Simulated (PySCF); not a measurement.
# Removing an electron from Y(NH2)3

Y(NH2)3 (singlet state).
Z-matrix (Å and degrees, PBE0-D3(BJ)/def2-SVP geometry), rows numbered from 1:
```
Y 
N   1  2.1511
H   2  1.0204  1  127.51
H   2  1.0204  1  127.18  3   180.00
N   1  2.1510  2  120.01  3   179.21
H   5  1.0204  1  127.47  2  -179.24
H   5  1.0204  1  127.22  2     0.82
N   1  2.1506  2  120.11  3     0.01
H   8  1.0203  1  127.75  2    -0.32
H   8  1.0206  1  126.96  2   179.33
```

Level: B3LYP/def2-SVPD (PySCF). Frontier orbitals with their largest atomic shares (Löwdin; up to four atoms above 4 %):

```
orbital  ε (eV)                          main atoms
 HOMO−3   -8.67   N2 37 %, N5 26 %, Y1 18 %, H4 5 %
 HOMO−2   -6.47  N8 36 %, N2 32 %, Y1 16 %, H10 4 %
 HOMO−1   -6.46   N5 45 %, Y1 16 %, N2 14 %, N8 9 %
   HOMO   -6.16                                   ?
   LUMO   -1.49                             Y1 87 %
 LUMO+1    0.30            Y1 74 %, H4 4 %, H10 4 %
 LUMO+2    0.30             Y1 74 %, H6 5 %, N5 4 %
```

What vertical ionisation energy does ΔSCF give, and how far is −ε(HOMO) from it?

ΔSCF: 8.07 eV (778 kJ/mol; threshold wavelength 154 nm); ⟨S²⟩ of the doublet left behind is 0.773, against 0.75 for a pure doublet. −ε(HOMO) is 6.16 eV, 1.91 eV below it. For the exact functional −ε(HOMO) would equal the first vertical ionisation energy; B3LYP (global hybrid, 20 % exact exchange) falls short of its own ΔSCF value by 24 %. Holes in the HOMO−1 and HOMO−2 were tried too where these lie within 1.2 eV of the HOMO; the lowest converged state counts.

On which atoms does the HOMO lie?

N2 (nitrogen bonded to Y and 2 H) 24 %, N5 (nitrogen bonded to Y and 2 H) 24 %, N8 (nitrogen bonded to Y and 2 H) 23 %, Y1 (yttrium bonded to 3 N) 11 %, so no atom holds as much as 40 %. The HOMO−1 lies 0.30 eV lower.

And the vertical electron affinity, the fundamental gap, Mulliken's electronegativity and the hardness (with the factor ½)?

EA = 0.00 eV by ΔSCF (−ε(LUMO) = 1.49 eV). IE − EA = 8.07 eV against an orbital gap of 4.67 eV; (IE + EA)/2 = 4.04 eV; (IE − EA)/2 = 4.04 eV.

What total energies stand behind the ΔSCF value?

E(N) = -206.20167 Eh and E(N − 1) = -205.90520 Eh at the same geometry, 0.29647 Eh apart. With one more electron, E(N + 1) = -206.20174 Eh.

With α = 72.3 au, estimate the like-pair dispersion coefficient by London's formula C6 = (3/4)α²I.

I = 0.2965 Eh, so C6 ≈ 1160 au, a rough estimate.

Shift the occupied levels rigidly so that −ε(HOMO) equals the ΔSCF value. What binding energies result?

The shift is +1.91 eV: HOMO 8.07, HOMO−1 8.37, HOMO−2 8.38, HOMO−3 10.58 eV. A rigid shift is only a rough guide to the deeper ionisations.

Geometry: PBE0-D3(BJ)/def2-SVP; no solvent, vibrations or thermal averaging. Atoms past krypton carry effective core potentials; spin–orbit coupling is left out.

The run behind these numbers computed excited states and ΔSCF ions as well. On one thread, x86-64 server, shared host, this took 97 s.
